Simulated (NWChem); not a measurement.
## Ionisation of C3H8N

```xyz
12

C     -1.0568     0.8109     0.4575
C     -0.0357    -0.0070    -0.3417
C      1.3985     0.3499     0.0229
N     -0.2502    -1.4196    -0.1927
H     -0.8859     1.8898     0.3234
H     -0.9727     0.5840     1.5319
H     -2.0879     0.5881     0.1401
H     -0.1953     0.2407    -1.4166
H      1.6099     1.4141    -0.1624
H      1.5837     0.1398     1.0881
H      2.1044    -0.2549    -0.5644
H     -1.2409    -1.5870    -0.4236
```
Charge 0, spin multiplicity 2.

Program: NWChem. All single points use one geometry, from UPBE0/def2-SVP, a minimum by its harmonic frequencies. It is one conformer; others weren't searched.

Basis set: def2-TZVP. The species with one electron less has spin multiplicity 1 and keeps the geometry of the parent. Δ marks differences of total energies (open shells unrestricted). −ε marks an orbital energy of the parent. That orbital need not have the symmetry of the hole or added electron in the Δ rows. That singlet is a closed-shell solution.

The structure started from a generated list of species. The stability of the SCF solutions was not checked. Open-shell Hartree-Fock references start from PBE0 orbitals.

Q: One of these methods gave a first vertical ionisation energy of 11.75 eV. Which?
A) −ε(alpha HOMO) of BLYP
B) −ε(alpha HOMO) of HF
C) −ε(alpha HOMO) of LC-wPBE (omega 0.3 per bohr)
D) ΔLC-wPBE (omega 0.3 per bohr)

A: B, −ε(alpha HOMO) of HF. The others give 10.10 (ΔLC-wPBE (omega 0.3 per bohr)), 9.76 (−ε(alpha HOMO) of LC-wPBE (omega 0.3 per bohr)), 5.86 (−ε(alpha HOMO) of BLYP).
